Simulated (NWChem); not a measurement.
System: BeSi2H6; SMILES [SiH3][Be][SiH3]

Input file for NWChem:

```
start job
memory heap 200 mb stack 900 mb global 1100 mb
geometry units angstroms noautoz
  Be     0.001066     0.000002     0.000027
  Si     0.000206     2.190094     0.000050
  H      0.222189     2.761013    -1.363786
  H      1.069853     2.761429     0.874536
  H     -1.292397     2.760121     0.489461
  Si     0.000150    -2.190089     0.000072
  H     -1.004190    -2.760299    -0.949359
  H     -0.320432    -2.760618     1.344322
  H      1.324078    -2.761653    -0.394691
end
basis spherical
  * library def2-tzvp
end
dft
  xc hcth407
  iterations 150
  mulliken
end
task dft energy
```

Parts of the log:

```
             Northwest Computational Chemistry Package (NWChem) 7.3.0
             --------------------------------------------------------

 C3  symmetry detected

                             Geometry "geometry" -> ""
                             -------------------------

 Output coordinates in angstroms (scale by  1.889725989 to convert to a.u.)

  No.       Tag          Charge          X              Y              Z
 ---- ---------------- ---------- -------------- -------------- --------------
    1 Be                   4.0000     0.00000000     0.00000000    -0.00000014
    2 Si                  14.0000    -0.00000000     0.00000000    -2.19009213
    3 H                    1.0000     0.22049577    -1.36414634    -2.76085246
    4 H                    1.0000     1.07113750     0.87302811    -2.76085246
    5 H                    1.0000    -1.29163327     0.49111823    -2.76085246
    6 Si                  14.0000    -0.00000000     0.00000000     2.19009087
    7 H                    1.0000    -1.00527976    -0.94811386     2.76085854
    8 H                    1.0000    -0.31845080     1.34465474     2.76085854
    9 H                    1.0000     1.32373056    -0.39654088     2.76085854

 Effective nuclear repulsion energy (a.u.)      95.3750785203

      Symmetry information
      --------------------

 Group name             C3
 Group number              5
 Group order               3
 No. of unique centers     5

                                 NWChem DFT Module
                                 -----------------

 Summary of "ao basis" -> "ao basis" (spherical)
 ------------------------------------------------------------------------------
       Tag                 Description            Shells   Functions and Types
 ---------------- ------------------------------  ------  ---------------------
 Be                        def2-tzvp                 9       19   5s3p1d
 Si                        def2-tzvp                13       37   5s5p2d1f
 H                         def2-tzvp                 4        6   3s1p

      Symmetry analysis of basis
      --------------------------

        a          51
        e+         39
        e-         39

  Rotation of axis

            General Information
            -------------------
          SCF calculation type: DFT
          Wavefunction type:  closed shell.
          No. of atoms     :     9
          No. of electrons :    38
           Alpha electrons :    19
            Beta electrons :    19
          Charge           :     0
          Spin multiplicity:     1
          Use of symmetry is: on ; symmetry adaption is: on
          Maximum number of iterations: 150
          AO basis - number of functions:   129
                     number of shells:    59
          Convergence on energy requested:  1.00D-06
          Convergence on density requested:  1.00D-05
          Convergence on gradient requested:  5.00D-04

              XC Information
              --------------
                      HCTH407 Method XC Functional
                      HCTH407  Exchange Functional  1.000
                   HCTH407  Correlation Functional  1.000

             Grid Information
             ----------------
          Grid used for XC integration:  medium
          Radial quadrature: Mura-Knowles
          Angular quadrature: Lebedev.
          Tag              B.-S. Rad. Rad. Pts. Rad. Cut. Ang. Pts.
          ---              ---------- --------- --------- ---------
          Be                  1.05       49          10.0       434
          Si                  1.10       88          13.0       590
          H                   0.35       45          14.0       434
          Grid pruning is: on
          Number of quadrature shells:   315
          Spatial weights used:  Erf1

      Superposition of Atomic Density Guess
      -------------------------------------

 Sum of atomic energies:        -595.24225607

      Non-variational initial energy
      ------------------------------

 Total energy =    -596.013743
 1-e energy   =   -1012.552101
 2-e energy   =     321.163279
 HOMO         =      -0.246953
 LUMO         =      -0.002934

      Symmetry analysis of molecular orbitals - initial
      -------------------------------------------------

  Numbering of irreducible representations:

     1 a           2 e+          3 e-

  Orbital symmetries:

     1 a           2 a           3 a           4 a           5 a
     6 e+          7 e+          8 e+          9 e+         10 a
    11 a          12 a          13 a          14 a          15 e+
    16 e+         17 e+         18 e+         19 a          20 e+
    21 e+         22 a          23 a          24 e+         25 e+
    26 a          27 e+         28 e+         29 a

     ---------------------------------------------
      Total Density - Mulliken Population Analysis
     ---------------------------------------------

    Atom       Charge   Shell Charges
 -----------   ------   -------------------------------------------------------
    1 Be   4     3.69   1.02  0.96  0.61  0.56  0.03  0.50  0.00 -0.02  0.03
    2 Si  14    14.03   2.00  0.59  1.39  0.91  0.51  4.12  1.73  0.53  1.47  0.67  0.06  0.05  0.01
    3 H    1     1.04   0.22  0.54  0.27  0.01
    4 H    1     1.04   0.22  0.54  0.27  0.01
    5 H    1     1.04   0.22  0.54  0.27  0.01
    6 Si  14    14.03   2.00  0.59  1.39  0.91  0.51  4.12  1.73  0.53  1.47  0.67  0.06  0.05  0.01
    7 H    1     1.04   0.22  0.54  0.27  0.01
    8 H    1     1.04   0.22  0.54  0.27  0.01
    9 H    1     1.04   0.22  0.54  0.27  0.01

   convergence    iter        energy       DeltaE   RMS-Dens  Diis-err
 ---------------- ----- ----------------- --------- --------- ---------
 d= 0,ls=0.0,diis     1   -597.3685438834 -6.93D+02  4.78D-03  6.98D-01
 d= 0,ls=0.0,diis     2   -597.3969922733 -2.84D-02  2.87D-03  4.40D-02
 d= 0,ls=0.0,diis     3   -597.3985292367 -1.54D-03  1.41D-03  3.55D-02
 d= 0,ls=0.0,diis     4   -597.4060505190 -7.52D-03  1.55D-04  3.09D-04
 d= 0,ls=0.0,diis     5   -597.4061213712 -7.09D-05  3.96D-05  2.79D-05
  Resetting Diis
 d= 0,ls=0.0,diis     6   -597.4061267622 -5.39D-06  5.30D-06  1.87D-07
 d= 0,ls=0.0,diis     7   -597.4061267937 -3.15D-08  1.07D-06  4.28D-09

         Total DFT energy =     -597.406126793718
      One electron energy =    -1016.084793471823
           Coulomb energy =      370.345470913514
    Exchange-Corr. energy =      -47.041882755661
 Nuclear repulsion energy =       95.375078520251

 Numeric. integr. density =       37.999997553574

                  Occupations of the irreducible representations
                  ----------------------------------------------

                     irrep           alpha         beta
                     --------     --------     --------
                     a                11.0         11.0
                     e+                8.0          8.0
                     e-                0.0          0.0

                       DFT Final Molecular Orbital Analysis
                       ------------------------------------

 Vector   17  Occ=2.000000D+00  E=-3.096289D-01  Symmetry=e+
              MO Center=  5.2D-02,  3.7D-03,  1.4D-03, r^2= 9.0D+00
   Bfn.  Coefficient  Atom+Function         Bfn.  Coefficient  Atom+Function
  ----- ------------  ---------------      ----- ------------  ---------------
    34      0.200985  2 Si px                89     -0.201225  6 Si px
    64      0.171041  4 H  s                113      0.164893  7 H  s
   125     -0.160578  9 H  s                 70     -0.152802  5 H  s
    63      0.107624  4 H  s                 65      0.105814  4 H  s
   112      0.103744  7 H  s                114      0.102103  7 H  s

 Vector   18  Occ=2.000000D+00  E=-2.876502D-01  Symmetry=a
              MO Center=  2.2D-15,  2.3D-15,  4.1D-05, r^2= 4.4D+00
   Bfn.  Coefficient  Atom+Function         Bfn.  Coefficient  Atom+Function
  ----- ------------  ---------------      ----- ------------  ---------------
     3      0.321673  1 Be s                  4      0.282858  1 Be s
    36      0.198758  2 Si pz                91     -0.198764  6 Si pz
     2     -0.162349  1 Be s                  1     -0.095283  1 Be s
    39      0.090820  2 Si pz                94     -0.090823  6 Si pz
    27     -0.085270  2 Si pz                82      0.085273  6 Si pz

 Vector   19  Occ=2.000000D+00  E=-2.412295D-01  Symmetry=a
              MO Center= -2.7D-16, -8.0D-17, -3.7D-05, r^2= 4.8D+00
   Bfn.  Coefficient  Atom+Function         Bfn.  Coefficient  Atom+Function
  ----- ------------  ---------------      ----- ------------  ---------------
     8      0.396848  1 Be pz                36      0.248590  2 Si pz
    91      0.248582  6 Si pz                24      0.145016  2 Si s
    79     -0.145008  6 Si s                 39      0.136705  2 Si pz
    94      0.136701  6 Si pz                27     -0.102641  2 Si pz
    82     -0.102639  6 Si pz                33      0.098426  2 Si pz

 Vector   20  Occ=0.000000D+00  E=-9.847685D-02  Symmetry=e+
              MO Center= -7.5D-04, -1.8D-04,  9.1D-06, r^2= 4.1D+00
   Bfn.  Coefficient  Atom+Function         Bfn.  Coefficient  Atom+Function
  ----- ------------  ---------------      ----- ------------  ---------------
     6      0.447850  1 Be px                12     -0.411266  1 Be px
   126      0.191132  9 H  s                 65      0.187763  4 H  s
    71     -0.183088  5 H  s                114     -0.179244  7 H  s
    37     -0.127610  2 Si px                92     -0.127809  6 Si px
     7      0.081287  1 Be py                48      0.077682  2 Si d  1

 Vector   21  Occ=0.000000D+00  E=-9.847685D-02  Symmetry=e+
              MO Center=  7.5D-04,  1.8D-04,  9.1D-06, r^2= 4.1D+00
   Bfn.  Coefficient  Atom+Function         Bfn.  Coefficient  Atom+Function
  ----- ------------  ---------------      ----- ------------  ---------------
     7      0.447850  1 Be py                13     -0.411266  1 Be py
    59     -0.214111  3 H  s                120      0.213837  8 H  s
    38     -0.127610  2 Si py                93     -0.127809  6 Si py
   114     -0.117214  7 H  s                 71      0.111104  5 H  s
    65      0.103007  4 H  s                126     -0.096624  9 H  s

 Vector   22  Occ=0.000000D+00  E=-2.946320D-02  Symmetry=a
              MO Center=  8.2D-16,  2.5D-16, -1.5D-05, r^2= 1.1D+01
   Bfn.  Coefficient  Atom+Function         Bfn.  Coefficient  Atom+Function
  ----- ------------  ---------------      ----- ------------  ---------------
     5      1.550262  1 Be s                 24     -0.947149  2 Si s
    79     -0.947137  6 Si s                 23     -0.254948  2 Si s
    78     -0.254946  6 Si s                 59      0.212410  3 H  s
    65      0.212410  4 H  s                 71      0.212410  5 H  s
   114      0.212405  7 H  s                120      0.212405  8 H  s

     ---------------------------------------------
      Total Density - Mulliken Population Analysis
     ---------------------------------------------

    Atom       Charge   Shell Charges
 -----------   ------   -------------------------------------------------------
    1 Be   4     3.84   1.02  0.95  0.55  0.48  0.00  0.74  0.01  0.03  0.06
    2 Si  14    14.00   2.00  0.57  1.39  0.92  0.44  4.15  1.67  0.61  1.51  0.58  0.07  0.06  0.01
    3 H    1     1.03   0.25  0.54  0.23  0.01
    4 H    1     1.03   0.25  0.54  0.23  0.01
    5 H    1     1.03   0.25  0.54  0.23  0.01
    6 Si  14    14.00   2.00  0.57  1.39  0.92  0.44  4.15  1.67  0.61  1.51  0.58  0.07  0.06  0.01
    7 H    1     1.03   0.25  0.54  0.23  0.01
    8 H    1     1.03   0.25  0.54  0.23  0.01
    9 H    1     1.03   0.25  0.54  0.23  0.01

     -------------------------------------------
      Total Density - Lowdin Population Analysis
     -------------------------------------------

    Atom       Charge   Shell Charges
 -----------   ------   -------------------------------------------------------
    1 Be   4     4.07   1.03  0.94  0.40  0.35  0.14  0.64  0.01  0.38  0.18
    2 Si  14    13.90   2.00  0.84  1.10  0.58  0.36  3.87  1.86  0.73  1.38  0.89  0.07  0.20  0.03
    3 H    1     1.02   0.24  0.46  0.29  0.03
    4 H    1     1.02   0.24  0.46  0.29  0.03
    5 H    1     1.02   0.24  0.46  0.29  0.03
    6 Si  14    13.90   2.00  0.84  1.10  0.58  0.36  3.87  1.86  0.73  1.38  0.89  0.07  0.20  0.03
    7 H    1     1.02   0.24  0.46  0.29  0.03
    8 H    1     1.02   0.24  0.46  0.29  0.03
    9 H    1     1.02   0.24  0.46  0.29  0.03

     Multipole analysis of the density
     ---------------------------------

     L   x y z        total         alpha         beta         nuclear
     -   - - -        -----         -----         ----         -------
     0   0 0 0      0.000000    -19.000000    -19.000000     38.000000

     1   1 0 0     -0.000000     -0.000000     -0.000000      0.000000
     1   0 1 0      0.000000      0.000000      0.000000     -0.000000
     1   0 0 1     -0.000023     -0.000012     -0.000012      0.000000

     2   2 0 0    -27.316166    -23.886560    -23.886560     20.456954
     2   1 1 0      0.000000      0.000000      0.000000      0.000000
     2   1 0 1     -0.000000     -0.000000     -0.000000     -0.000000
     2   0 2 0    -27.316166    -23.886560    -23.886560     20.456954
     2   0 1 1      0.000000      0.000000      0.000000     -0.000000
     2   0 0 2    -33.850388   -338.385191   -338.385191    642.919993
```

Level: HCTH/407/def2-TZVP. Coordinates come from a B3LYP/6-31G* (spherical d) optimisation.
